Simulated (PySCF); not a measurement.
Structure from 2D NMR

Compound of formula C$_{4}$H$_{9}$ClOSi. Correlations simulated from computed shifts and the bond graph:

HSQC (one-bond C–H):
```tsv
δH	δC
3.90	52.6
0.67	4.9
0.67	3.2
0.30	4.9
0.28	3.2
0.08	2.0
```

COSY cross peaks (H two or three bonds apart, from the bond graph; peaks can be absent where the dihedral angle is near 90°):
```tsv
δH	δH
5.02	0.08
0.67	0.67
0.67	0.30
0.67	0.28
0.67	0.08
0.67	0.30
0.67	0.28
0.67	0.08
0.30	0.28
0.30	0.08
0.28	0.08
```

HMBC (two and three bonds, from the bond graph):
```tsv
δH	δC
5.02	52.6, 4.9, 3.2, 2.0
0.67	3.2, 2.0
0.67	4.9, 2.0
0.30	3.2, 2.0
0.28	4.9, 2.0
0.08	4.9, 3.2
```

PySCF calculation with PBE0/pcSseg-1 with gauge-including orbitals and coordinates at the GFN2-xTB level; equivalent nuclei averaged, gas phase, one conformer, relativity neglected.

Scale: $^{1}$H (σref 31.72) and $^{13}$C (σref 186.93) against TMS (reference shieldings calculated alike).

Exchangeable hydrogens are left out of these lists.

**Question.** Which molecule is this?

**Answer.** `CO[Si@@H](Cl)C1CC1`.

Structure with atom numbers: `[CH3:1][O:2][Si@@H:3]([Cl:4])[CH:5]1[CH2:6][CH2:7]1`. Each H is labelled by its parent atom. Ha(C6), Ha(C7) are cis to Si3 on the ring; Hb(C6), Hb(C7) are trans to Si3 on the ring.

- δC 52.6 is C1, a methyl carbon bonded to O (δH 3.90).
- δC 4.9 is C7, a three-membered-ring carbon (δH 0.30, 0.67).
- δC 3.2 is C6, a three-membered-ring carbon (δH 0.28, 0.67).
- δC 2.0 is C5, a three-membered-ring carbon (δH 0.08).
- COSY links 5.02–0.08, 0.67–0.67, 0.67–0.30, 0.67–0.28, 0.67–0.08, 0.67–0.30.

The data come from this structure; uniqueness wasn't tested.

Shifts are as computed. Against solution values, carbons near 30 ppm lie about +3 ppm off and those near 130 ppm about +5 ppm. Of 1211 compounds with measured shifts, 218 miss one by over three times the rms of a fit or turn the order of signals round; such compounds aren't used in these exercises.
